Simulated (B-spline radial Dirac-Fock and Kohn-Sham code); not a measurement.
These are calculated numbers from a radial B-spline solver; the model is Dirac-Fock ΔSCF + Breit + QED. Correlation and solid-state effects are left out.

**Question.** Identify the element and charge state from the binding energies below (tabulated ground configuration; the least bound level is included).

```
level  binding energy (eV)
   1s              91064.0
   3s               4525.5
3p3/2               3700.9
4p1/2               1315.5
4d5/2                944.1
4f7/2                655.7
   5s                606.6
```

**Answer.** Bi²¹⁺: Z = 83 with 62 electrons, [Kr] 4d10 4f14 5s2. The hydrogen-like estimate √(E/Ry) = 81.8 for the K level lies 1.2 below Z (screening lowers it, relativity raises it); the outermost level, at 606.6 eV, fixes the charge.

**Question.** An atom or ion in its tabulated ground configuration has these computed binding energies (the last is its least bound level). Which is it?

```
level  binding energy (eV)
   1s              57416.8
   2s              11153.4
2p1/2              10680.4
   3s               3785.2
3p1/2               3582.7
3d3/2               3059.2
3d5/2               3018.3
```

**Answer.** Ho³⁹⁺: Z = 67 with 28 electrons, [Ar] 3d10. The hydrogen-like estimate √(E/Ry) = 65.0 for the K level lies 2.0 below Z (screening lowers it, relativity raises it); the outermost level, at 3018.3 eV, fixes the charge.
